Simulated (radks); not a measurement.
Initial-state core-level shifts of the chromium ion Cr+ when its valence configuration changes from [Ar] 3d5. Method: non-relativistic Kohn-Sham, PBE, spin-polarised, spherical densities, point nucleus; open shells are filled with parallel spins first; computed with a radial shooting solver on a logarithmic mesh with Libxc functionals. Shifts are changes of the shell-averaged eigenvalues in eV (positive: less bound); the change of the density at the nucleus, which sets a Mossbauer isomer shift, is in e/bohr^3, on a base of 9321.

valence,1s,2s,2p,3s,density at nucleus
3d4 4p1,-6.605,-7.270,-7.201,-6.631,+0.9952
3d3 4p2,-14.452,-16.071,-15.912,-14.160,+2.6302
3d4 4s1,-5.328,-6.059,-5.989,-5.349,+5.8902
3d4 4s0.5 4p0.5,-5.972,-6.671,-6.601,-5.996,+3.4718
3d3 4s1 4p1,-13.239,-14.896,-14.738,-12.953,+8.3062
3d4.5 4s0.5,-2.485,-2.822,-2.789,-2.528,+2.7124
3d3 4s1.5 4p0.5,-12.767,-14.408,-14.254,-12.488,+10.7269
3d2 4s1 4p2,-22.196,-25.046,-24.783,-21.139,+11.4384
3d3.5 4s1.5,-8.604,-9.749,-9.640,-8.534,+9.1371
